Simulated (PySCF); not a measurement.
C$_{5}$H$_{13}$InO, singlet, at a GFN2-xTB geometry (such geometries of metal compounds can be far from the true shape) (all electrons, no relativity).

PySCF was given this input:
```python
from pyscf import gto, scf, mcscf
import numpy

mol = gto.Mole()
mol.atom = '''
    In   -0.07540473    0.40594991    0.69658409
    C    -0.50251034   -1.49667556    1.83211939
    H     0.43591032   -2.01731152    2.01117610
    H    -1.17071347   -2.13379137    1.25702153
    H    -0.96232192   -1.24236455    2.78126550
    C     0.03994387    2.56959745    1.22732074
    H     0.40410484    3.08169254    0.34102292
    H     0.72359867    2.71504303    2.06022730
    H    -0.94699796    2.93783634    1.49743207
    O     0.38905999    0.38138093   -1.24736083
    C     0.38295580   -0.68023781   -2.14526908
    C    -1.03720582   -1.19051486   -2.39935818
    C     1.27936612   -1.82931144   -1.67788003
    H     0.78611312   -0.28922534   -3.09570165
    H    -1.44524020   -1.59073257   -1.46785432
    H    -1.03900887   -1.96842045   -3.15937801
    H    -1.66637296   -0.36610190   -2.72890319
    H     2.27692298   -1.44704619   -1.46686554
    H     0.86443380   -2.25829692   -0.76328308
    H     1.34662585   -2.60102071   -2.44149039
'''
mol.basis = 'sto-3g'
mol.verbose = 3
mol.build()

mf = scf.RHF(mol)
mf.kernel()
mc = mcscf.CASSCF(mf, 3, 2)
mc.fix_spin_(ss=0.0)
mc = mc.state_average_([0.5, 0.5])
mc.kernel()
```

Task: What does this run give for the nuclear repulsion energy, SCF-reference Mulliken (on the basis functions themselves) charges in atom order, number of basis functions, SCF-reference dipole moment, SCF-reference HOMO-LUMO gap?

Result: 
nuclear repulsion energy: 709.8174 Eh
SCF-reference Mulliken (on the basis functions themselves) charges in atom order: In1 0.87, C2 -0.34, H3 0.03, H4 0.03, H5 0.03, C6 -0.35, H7 0.04, H8 0.03, H9 0.03, O10 -0.45, C11 0.09, C12 -0.19, C13 -0.19, H14 0.04, H15 0.04, H16 0.06, H17 0.06, H18 0.05, H19 0.05, H20 0.06
number of basis functions: 70
SCF-reference dipole moment: 1.48 D
SCF-reference HOMO-LUMO gap: 13.32 eV
